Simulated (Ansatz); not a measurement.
Mg3Zn⁺. Charge 1, multiplicity 2. Geometry PBE/def2-TZVP.

```xyz
4

Mg    0.050   -2.048    0.844
Mg   -0.858    1.327   -1.553
Mg   -0.674    0.828    1.422
Zn    1.482   -0.107   -0.714
```

LC-ωPBE has ω = 0.4 bohr⁻¹. HSE06 is defined as in plane-wave codes, on full-range PBE exchange. At LC-ωPBE/def2-TZVP the charge 1 doublet is spin-contaminated (final ⟨S²⟩ up to 0.87, 0.75 for a pure state). The structure comes from a short search, and lower isomers may exist.

(1) Estimate the α-spin orbital energies around the gap (eV) in Ansatz with PBE/def2-TZVP, r2SCAN/def2-TZVP, PBE0/def2-TZVP, HSE06/def2-TZVP, LC-ωPBE/def2-TZVP.

Results:

(1) 
```tsv
orbital	PBE/def2-TZVP	r2SCAN/def2-TZVP	PBE0/def2-TZVP	HSE06/def2-TZVP	LC-ωPBE/def2-TZVP
HOMO−9	-51.47	-52.90	-55.52	-55.10	-57.30
HOMO−8	-15.13	-15.43	-17.90	-17.50	-20.38
HOMO−7	-15.11	-15.42	-17.90	-17.50	-20.37
HOMO−6	-15.11	-15.41	-17.90	-17.49	-20.37
HOMO−5	-15.08	-15.38	-17.86	-17.46	-20.33
HOMO−4	-15.07	-15.37	-17.86	-17.45	-20.32
HOMO−3	-12.04	-12.30	-13.10	-12.67	-16.01
HOMO−2	-9.42	-9.52	-10.11	-9.74	-12.12
HOMO−1	-9.28	-9.35	-9.87	-9.50	-11.77
HOMO	-8.19	-8.38	-8.73	-8.38	-10.47
LUMO	-6.68	-6.63	-6.10	-6.44	-4.46
LUMO+1	-6.29	-6.22	-5.70	-6.04	-4.07
LUMO+2	-6.22	-6.13	-5.59	-5.94	-3.96
LUMO+3	-6.10	-6.03	-5.53	-5.87	-3.95
LUMO+4	-5.47	-5.37	-4.84	-5.19	-3.19
LUMO+5	-4.69	-4.50	-4.07	-4.41	-2.39
β HOMO	-9.18	-9.20	-9.74	-9.37	-11.62
β LUMO	-7.56	-7.11	-6.90	-7.26	-5.08
```
